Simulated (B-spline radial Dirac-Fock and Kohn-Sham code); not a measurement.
What relativity does to the binding energies of Sm³⁺

System: Sm³⁺ in the configuration [Xe] 4f5.

Both columns are ΔSCF binding energies of the configuration average from an atomic code on a B-spline grid: non-relativistic Hartree-Fock with a point nucleus, and Dirac-Fock with a finite nucleus and the Coulomb interaction alone, averaged over the two j levels with weights 2j+1.

```
shell  Hartree-Fock (eV)  Dirac-Fock (eV)  shift (eV)  shift (%)
   1s            44462.4          47064.9    +2602.47      +5.85
   2s             7137.8           7802.7     +664.93      +9.32
   2p             6761.8           6970.6     +208.82      +3.09
   3s             1618.8           1772.7     +153.89      +9.51
   3p             1452.3           1505.4      +53.05      +3.65
   3d             1145.2           1131.4      -13.77      -1.20
   4s              361.0            396.4      +35.40      +9.80
   4p              295.1            305.9      +10.85      +3.68
   4d              177.0            173.2       -3.73      -2.11
   4f              42.89            38.35       -4.54     -10.59
   5s              75.20            80.80       +5.59      +7.43
   5p              54.38            55.45       +1.07      +1.97
```

Relativity binds 1s, 2s, 2p, 3s, 3p, 4s, 4p, 5s, 5p more strongly, among those listed most of all 4s in relative terms, and 3d, 4d, 4f more weakly, because the contracted s and p shells screen the nucleus better.

Values without a named source are computed, but for edge energies of neutral atoms, which are taken from tables.
